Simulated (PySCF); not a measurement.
Towards the basis-set limit for GaH

State: ¹Σ⁺, singlet, closed shell. De refers to Ga + H. RHF-based CCSD(T) in PySCF 2.14 with Ga cc-pwCVDZ-PP with ECP10, H aug-cc-pVDZ and Ga cc-pwCVTZ-PP with ECP10, H aug-cc-pVTZ (frozen core orbitals: 4; scalar-relativistic core potentials). Correlation energies are extrapolated as n⁻³ (n = 2, 3), Hartree–Fock as (n+1)·exp(−9√n).

| Level | Re (Å) | ωe (cm⁻¹) | ωexe (cm⁻¹) | αe (cm⁻¹) | De (eV) |
| --- | --- | --- | --- | --- | --- |
| CCSD(T)/DZ | 1.6659 | 1577.9 | 29.2 | 0.198 | 2.865 |
| CCSD(T)/TZ | 1.6604 | 1594.8 | 27.7 | 0.192 | 2.958 |
| HF/CBS | 1.6666 | 1652.7 | 25.5 | 0.170 | 2.053 |
| MP2/CBS | 1.6427 | 1657.7 | 26.2 | 0.185 | 2.845 |
| CCSD/CBS | 1.6579 | 1612.5 | 26.8 | 0.187 | 2.971 |
| CCSD(T)/CBS | 1.6587 | 1601.3 | 27.2 | 0.191 | 2.995 |

**Question.** How much is left between CCSD(T)/TZ and the basis-set limit, and how much do the triples give at the limit?

**Answer.** CCSD(T)/CBS less CCSD(T)/TZ: -1.7 mÅ in Re, +6.5 cm⁻¹ in ωe and +0.037 eV in De. CCSD(T)/CBS less CCSD/CBS: +0.8 mÅ in Re, -11.2 cm⁻¹ in ωe and +0.024 eV in De.

The T1 diagnostic is 0.016. The open-shell atoms are computed with UHF. Spin–orbit coupling, excitations beyond (T) and corrections to the Born–Oppenheimer picture are left out.

The whole job (state search and all basis sets along the bond) took about 1.4 min on 4 threads of Arm Neoverse V2 (shared host), peak memory 1.8 GiB.
